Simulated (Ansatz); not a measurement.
Task: Name a neutral molecule of C, Ga, N, Si and H with size of the dipole moment (B3LYP/def2-TZVPP) between 0.60 and 0.90 D and HOMO energy (B3LYP/def2-TZVPP) between -6.10 and -5.80 eV (Ansatz, PBE0-D4/def2-TZVP geometry).

Result: `[CH3][GaH]/[N]=C\[SiH3]` (0.80 D, -5.97 eV). Other molecules can fit too; these were computed, each in one conformer that needn't be the lowest.

B3LYP here is the variant with VWN-RPA as its local correlation; programs differ in this.
